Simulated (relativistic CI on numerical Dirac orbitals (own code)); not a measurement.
Calculated at this level of theory: Dirac-Coulomb-Breit CI, KLI orbitals optimised for each configuration, model QED, valence Slater integrals scaled by 0.85, P86 correlation energy added to each configuration (own radial code, finite nucleus).

Configuration list (outside the closed core [Ar] 3d10): 4s²4p⁶, 4s²4p⁵4d, 4s4p⁶4d, 4s²4p⁵4f, 4s²4p⁵5s, 4s²4p⁵5p, 4s4p⁶4f, 4s²4p⁵5d, 4s²4p⁵6s, 4s²4p⁵6p, 4s²4p⁵5f, 4s²4p⁵6d, 4s²4p⁵5g, 4s4p⁶5s, 4s²4p⁵7s, 4s²4p⁵7p, 4s²4p⁵6f, 4s4p⁶5p, 4s4p⁶5d, 4s4p⁶6s, 4s4p⁶6p, 4s4p⁶5f, 4s4p⁶6d, 4s4p⁶5g, 4s4p⁶7s, 4s4p⁶7p, 4p⁶4d², 4p⁵4d³, 4p⁵4d²4f, 4p⁵4d²5s, 4p⁵4d²5p, 4p⁶4f², 4p⁵4d4f², 4p⁵4f³, 4p⁵4f²5s, 4p⁵4f²5p. Double excitations out of closed p, d and f shells are left out; levels of such configurations are missing from the list, as are those of other unlisted configurations, and high levels can miss mixing partners. These lack a partner that the ground configuration has and come out too high: 4s²4p⁵5d, 4s²4p⁵6s, 4s²4p⁵6p, 4s²4p⁵5f, 4s²4p⁵6d.

At this charge configurations can still be misplaced by up to about 7 % of their energy.

Outline of the computed level scheme of Nb VI. Lowest level of each configuration: 4s²4p⁶ ¹S0 at 0.0000 eV; 4s²4p⁵4d ³P°0 at 33.9279 eV; 4s²4p⁵5s ³P°2 at 50.0673 eV; 4s²4p⁵5p ³S1 at 56.7407 eV; 4s4p⁶4d ³D1 at 64.0584 eV; 4s²4p⁵4f ³G5 at 68.6283 eV; 4s²4p⁵5d ³P°0 at 68.9026 eV.

Some strong electric-dipole decays among the lowest 45 levels: 4s²4p⁵4d ¹P°1 → 4s²4p⁶ ¹S0 (2.4e+11 s⁻¹); 4s²4p⁵4f ³G5 → 4s²4p⁵4d ³F°4 (3.7e+10 s⁻¹); 4s²4p⁵4f ³G4 → 4s²4p⁵4d ³F°3 (3.1e+10 s⁻¹); 4s²4p⁵4f ³F4 → 4s²4p⁵4d ³D°3 (3.1e+10 s⁻¹); 4s²4p⁵4f ³G3 → 4s²4p⁵4d ³F°2 (2.8e+10 s⁻¹); 4s²4p⁵4f ³F3 → 4s²4p⁵4d ³P°2 (2.4e+10 s⁻¹); 4s²4p⁵4f ³F3 → 4s²4p⁵4d ³D°3 (1.3e+10 s⁻¹); 4s²4p⁵4f ³F2 → 4s²4p⁵4d ³D°1 (1.0e+10 s⁻¹).

LS names give the leading component of a level, which can be under half, so a name can repeat, a term be missing and a line seem to break the LS rules.
